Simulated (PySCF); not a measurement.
Species, as SMILES: [OH][Al]([F])[F].
Geometry (B3LYP-D3(BJ)/def2-TZVP, fixed):
```
Al
F 1 1.6384
F 1 1.6432 2 118.54
O 1 1.6783 2 118.97 3 -180.00
H 4 0.9581 1 124.21 2 180.00
```

How fast the mean static polarisability converges with the basis for several methods (PySCF): deviation from each method's own reference, in %. References: HF 21.27 bohr³, the value in aug-pcseg-2; PBE 28.18 bohr³, the value in aug-pcseg-2; PBE0 25.61 bohr³, the value in aug-pcseg-2. All functions are spherical. Density fitting with generated auxiliary sets. In sets without p functions on hydrogen, species with hydrogen take exact integrals. Species with rotatable bonds are taken in one conformer. No added dispersion term, no relativity. 

```csv
basis,functions,HF,PBE,PBE0
pcseg-0,42,-45.7,-35.9,-38.8
def2-SV(P),62,-32.3,-29.9,-30.6
pcseg-1,65,-29.6,-28.1,-28.5
def2-SVP,65,-31.5,-29.1,-29.8
6-31+G*,78,-16.7,-14.5,-15.1
6-311G**,86,-28.8,-26.9,-27.3
6-311+G**,102,-18.0,-14.8,-15.7
aug-pcseg-1,105,-1.3,-1.7,-1.4
aug-cc-pV(D+d)Z,110,-3.3,-2.4,-2.6
"6-311++G(3df,3pd)",182,-2.7,-2.9,-2.7
aug-pcseg-2,211,0.0,0.0,0.0
pcseg-3,277,-2.8,-4.0,-3.4
```

Mean absolute deviation over 6-311G**, 6-311+G**, 6-311++G(3df,3pd): PBE 14.9, PBE0 15.2, HF 16.5 %.
